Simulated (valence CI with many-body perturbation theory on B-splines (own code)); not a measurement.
# E1 line list for Sb

Level of theory: relativistic CI+MBPT: five valence electrons over a frozen Dirac-Fock core [Kr] 4d10, radial functions for each j: 10 s, 10 p, 9 d, 7 f, 4 g, 2 h, with the one-electron correlation potential Σ1, the two-electron term Σ2, the three-electron term Σ3, Breit, model QED; selected CI, second order for the rest, scaled by the run's own slope (own B-spline code, finite nucleus).

Against 19 measured levels this calculation errs by 64 cm⁻¹ on average and by 178 at most. These come from a selection out of the NIST Handbook of Basic Atomic Spectroscopic Data. Levels without a partner in it may be off by more. Among the levels kept, up to 870 cm⁻¹ of a level comes from second order outside the variational space, and about a tenth of that is noise between levels of different J, which matters for small intervals.

Lines 101 to 150 of 235 in falling wavelength, among levels below 62754 cm⁻¹, chosen from the strongest by gf and those to the six lowest levels. Wavelengths and rates use the calculated energies, so an error of 60 cm⁻¹ moves a line at 402.3 nm by 0.24 % and its rate by three times that or more. Electric multipoles are in the length gauge, E1 and E2 with the static RPA response of the core. Weak lines are less certain than strong ones. Lines between different terms over intervals too small for the method are left out, as are lines whose strength nearly cancels. The highest levels of a list are the least certain.

Names give the largest LS component (configuration and term), which can be under half, so a name can repeat, a term be missing and a line seem to break the LS rules; names also repeat where a configuration has a term twice. Letters in brackets count levels of one name in rising energy.

| λ vac (nm) | λ from measured levels | Upper | Lower | A (s⁻¹) | S (a.u.) with core polarisation | S without |
| --- | --- | --- | --- | --- | --- | --- |
| 1082 |  | 5s2 5p2 6p 4D°_3/2 [a] | 5s2 5p2 6s 4P_1/2 | 2.21e+07 | 5.52e+01 | 5.55e+01 |
| 1070 |  | 5s2 5p2 6p 2D°_5/2 [b] | 5s2 5p2 6s 2P_3/2 | 1.56e+07 | 5.67e+01 | 5.70e+01 |
| 1038 |  | 5s2 5p2 6p 4S°_3/2 | 5s2 5p2 6s 4P_5/2 | 2.51e+07 | 5.55e+01 | 5.58e+01 |
| 1021 |  | 5s2 5p2 6p 2D°_3/2 | 5s2 5p2 6s 4P_3/2 | 6.30e+06 | 1.32e+01 | 1.33e+01 |
| 1015 |  | 5s 5p4 4P_5/2 | 5s2 5p2 6p 4D°_3/2 [a] | 6.30e+05 | 1.95e+00 | 1.96e+00 |
| 1007 |  | 5s2 5p2 6p 4P°_1/2 | 5s2 5p2 6s 4P_3/2 | 1.41e+07 | 1.42e+01 | 1.43e+01 |
| 985.0 |  | 5s2 5p2 5d 2D_3/2 [b] | 5s2 5p2 6p 4D°_1/2 | 2.61e+06 | 4.93e+00 | 4.93e+00 |
| 962.2 |  | 5s2 5p2 6p 2D°_5/2 [b] | 5s2 5p2 6s 4P_5/2 | 8.36e+06 | 2.21e+01 | 2.22e+01 |
| 924.3 |  | 5s2 5p2 6p 2S°_1/2 | 5s2 5p2 6s 4P_1/2 | 1.08e+06 | 8.39e-01 | 8.45e-01 |
| 870.9 |  | 5s2 5p2 6p 2P°_3/2 | 5s2 5p2 6s 2P_1/2 | 1.45e+06 | 1.89e+00 | 1.91e+00 |
| 865.2 |  | 5s2 5p2 6p 2P°_1/2 | 5s2 5p2 6s 2P_1/2 | 4.25e+06 | 2.72e+00 | 2.76e+00 |
| 849.5 |  | 5s2 5p2 6p 4D°_3/2 [b] | 5s2 5p2 6s 4P_1/2 | 4.54e+05 | 5.50e-01 | 5.53e-01 |
| 800.7 |  | 5s2 5p2 6p 2D°_3/2 | 5s2 5p2 6s 4P_1/2 | 7.18e+05 | 7.27e-01 | 7.31e-01 |
| 792.2 |  | 5s2 5p2 6p 4P°_1/2 | 5s2 5p2 6s 4P_1/2 | 7.31e+05 | 3.59e-01 | 3.63e-01 |
| 657.1 |  | 5s2 5p2 6p 2P°_3/2 | 5s2 5p2 6s 4P_1/2 | 3.44e+04 | 1.93e-02 | 1.99e-02 |
| 653.9 |  | 5s2 5p2 6p 2P°_1/2 | 5s2 5p2 6s 4P_1/2 | 5.90e+04 | 1.63e-02 | 1.73e-02 |
| 579.3 |  | 5s2 5p2 7p 4D°_1/2 | 5s2 5p2 6s 4P_1/2 | 4.18e+05 | 8.02e-02 | 8.37e-02 |
| 572.0 |  | 5s2 5p2 7p 4D°_3/2 | 5s2 5p2 6s 4P_1/2 | 1.58e+06 | 5.84e-01 | 5.96e-01 |
| 402.3 | 403.5 | 5s2 5p2 6s 4P_1/2 | 5s2 5p3 2P°_3/2 | 4.25e+05 | 2.73e-02 | 2.68e-02 |
| 371.8 | 372.4 | 5s2 5p2 6s 4P_1/2 | 5s2 5p3 2P°_1/2 | 5.97e+05 | 3.03e-02 | 2.94e-02 |
| 363.0 | 363.9 | 5s2 5p2 6s 4P_3/2 | 5s2 5p3 2P°_3/2 | 1.04e+06 | 9.82e-02 | 9.57e-02 |
| 349.7 | 350.5 | 5s2 5p2 6s 2P_1/2 | 5s2 5p3 2P°_3/2 | 3.21e+05 | 1.36e-02 | 1.30e-02 |
| 338.0 | 338.4 | 5s2 5p2 6s 4P_3/2 | 5s2 5p3 2P°_1/2 | 4.25e+05 | 3.24e-02 | 3.15e-02 |
| 334.1 | 334.8 | 5s2 5p2 6s 4P_5/2 | 5s2 5p3 2P°_3/2 | 8.75e+01 | 9.66e-06 | 1.79e-05 |
| 326.5 | 326.8 | 5s2 5p2 6s 2P_1/2 | 5s2 5p3 2P°_1/2 | 2.80e+07 | 9.63e-01 | 9.33e-01 |
| 322.7 | 323.3 | 5s2 5p2 6s 2P_3/2 | 5s2 5p3 2P°_3/2 | 2.11e+07 | 1.40e+00 | 1.36e+00 |
| 302.8 | 303.1 | 5s2 5p2 6s 2P_3/2 | 5s2 5p3 2P°_1/2 | 1.88e+07 | 1.03e+00 | 9.91e-01 |
| 287.4 | 287.9 | 5s2 5p2 6s 4P_1/2 | 5s2 5p3 2D°_3/2 | 3.25e+07 | 7.62e-01 | 7.42e-01 |
| 287.1 | 285.9 | 5s2 5p2 5d 4P_5/2 | 5s2 5p3 2P°_3/2 | 1.58e+05 | 1.11e-02 | 1.27e-02 |
| 285.8 | 285.2 | 5s2 5p2 5d 4F_3/2 | 5s2 5p3 2P°_3/2 | 4.02e+06 | 1.85e-01 | 1.86e-01 |
| 276.7 | 277.1 | 5s2 5p2 6s 4P_3/2 | 5s2 5p3 2D°_5/2 | 1.45e+07 | 6.05e-01 | 5.88e-01 |
| 273.4 | 272.8 | 5s2 5p2 5d 4F_5/2 | 5s2 5p3 2P°_3/2 | 1.86e+06 | 1.13e-01 | 1.04e-01 |
| 272.0 | 272.0 | 5s2 5p2 6s 2D_3/2 | 5s2 5p3 2P°_3/2 | 1.58e+07 | 6.28e-01 | 5.82e-01 |
| 270.1 | 269.3 | 5s2 5p2 5d 4F_3/2 | 5s2 5p3 2P°_1/2 | 4.18e+06 | 1.63e-01 | 1.64e-01 |
| 268.3 | 268.4 | 5s2 5p2 6s 2D_5/2 | 5s2 5p3 2P°_3/2 | 1.29e+07 | 7.39e-01 | 7.16e-01 |
| 266.7 | 267.1 | 5s2 5p2 6s 4P_3/2 | 5s2 5p3 2D°_3/2 | 6.32e+06 | 2.37e-01 | 2.32e-01 |
| 265.9 | 265.3 | 5s2 5p2 5d 4P_3/2 | 5s2 5p3 2P°_3/2 | 3.78e+07 | 1.40e+00 | 1.38e+00 |
| 262.4 | 261.5 | 5s2 5p2 5d 4P_1/2 | 5s2 5p3 2P°_3/2 | 1.43e+06 | 2.55e-02 | 2.32e-02 |
| 261.9 |  | 5s2 5p2 5d 2P_3/2 | 5s2 5p3 2P°_3/2 | 5.01e+07 | 1.78e+00 | 1.73e+00 |
| 259.5 | 259.9 | 5s2 5p2 6s 4P_5/2 | 5s2 5p3 2D°_5/2 | 2.33e+07 | 1.21e+00 | 1.18e+00 |
| 259.5 | 259.9 | 5s2 5p2 6s 2P_1/2 | 5s2 5p3 2D°_3/2 | 2.46e+08 | 4.25e+00 | 4.11e+00 |
| 258.0 | 257.6 | 5s2 5p2 5d 2F_5/2 | 5s2 5p3 2P°_3/2 | 1.26e+04 | 6.39e-04 | 6.46e-04 |
| 257.7 | 257.5 | 5s2 5p2 6s 2D_3/2 | 5s2 5p3 2P°_1/2 | 8.94e+06 | 3.02e-01 | 2.93e-01 |
| 256.4 |  | 5s2 5p2 7s 4P_1/2 [a] | 5s2 5p3 2P°_3/2 | 4.10e+06 | 6.82e-02 | 6.92e-02 |
| 252.8 |  | 5s2 5p2 7s 4P_1/2 [b] | 5s2 5p3 2P°_3/2 | 1.83e+06 | 2.92e-02 | 2.95e-02 |
| 252.7 | 252.9 | 5s2 5p2 6s 2P_3/2 | 5s2 5p3 2D°_5/2 | 2.16e+08 | 6.86e+00 | 6.61e+00 |
| 252.3 | 251.5 | 5s2 5p2 5d 4P_3/2 | 5s2 5p3 2P°_1/2 | 1.50e+06 | 4.76e-02 | 4.47e-02 |
| 250.8 | 251.1 | 5s2 5p2 6s 4P_5/2 | 5s2 5p3 2D°_3/2 | 3.24e+05 | 1.51e-02 | 1.46e-02 |
| 249.1 | 248.1 | 5s2 5p2 5d 4P_1/2 | 5s2 5p3 2P°_1/2 | 8.75e+06 | 1.33e-01 | 1.40e-01 |
| 248.8 |  | 5s2 5p2 5d 4D_3/2 | 5s2 5p3 2P°_3/2 | 1.46e+06 | 4.46e-02 | 4.66e-02 |
